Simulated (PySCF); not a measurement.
## KB: one state, many levels of theory

State: ³Π (triplet), unpaired electrons σ ↑, π ↑. Set-up: basis K x2c-SVPall, B x2c-SVPall; spin-free X2C with a Gaussian nucleus; PySCF 2.14. De refers to K + B in their high-spin ground configurations, without counterpoise correction. The functionals are run spin-unrestricted. A positive dipole means K(−)B(+).

| Level | Re (Å) | ωe (cm⁻¹) | De (eV) | μ (D) |
| --- | --- | --- | --- | --- |
| UHF | 2.921 | 283 | 0.326 | -10.06 |
| UHF-MP2 | 2.893 | 274 | 0.55 | n/a |
| UHF-SCS-MP2 | 2.894 | 276 | 0.450 | n/a |
| UHF-CCSD | 2.909 | 259 | 0.487 | n/a |
| UHF-CCSD(T) | 2.913 | 256 | 0.52 | n/a |
| PBE | 2.889 | 255 | 1.05 | -6.37 |
| PW91 | 2.881 | 258 | 1.07 | -6.46 |
| BLYP | 2.929 | 239 | 0.87 | -5.76 |
| r²SCAN | 2.891 | 269 | 1.10 | -7.50 |
| PBE0 | 2.870 | 270 | 0.94 | -7.57 |
| MN15 | 2.898 | 249 | 0.92 | -7.14 |
| ωB97X | 2.830 | 306 | 0.97 | -9.68 |

(1) Which functional lies closest to UHF-CCSD(T) in De, which farthest, and by how much do they differ from it?

(2) What does a quarter of exact exchange do here, going from PBE to PBE0?

(3) What does the step from GGA to meta-GGA do here, going from PBE to r²SCAN?

Correlated steps freeze 6 core orbitals. Correlated levels converge slowly with the basis: in double zeta they bind strong bonds too weakly, by up to about 1 eV, and carry superposition errors of some tenths. The state is the lowest determinant that a PBE0 search found; another state may lie lower at other levels.

The whole job (state search and all levels along the bond) took about 1.1 min on 1 thread of Arm Neoverse V2 (shared host), peak memory 0.46 GiB.

Results:

(1) Closest is BLYP (+1.6 pm in Re, -6.6 % in ωe, +0.35 eV in De against UHF-CCSD(T) in the same basis), farthest r²SCAN (-2.2 pm in Re, +5.1 % in ωe, +0.58 eV in De). CCSD(T) converges more slowly with the basis than the functionals do and binds too weakly in this one, so the order can change at the basis-set limit.

(2) PBE0 less PBE: -1.9 pm in Re, +5.9 % in ωe, -0.11 eV in De. Exact exchange removes part of the self-interaction that spreads semilocal densities, and in most molecules shortens and stiffens the bond and lowers De; so it does here.

(3) r²SCAN less PBE: +0.2 pm in Re, +5.5 % in ωe, +0.05 eV in De.
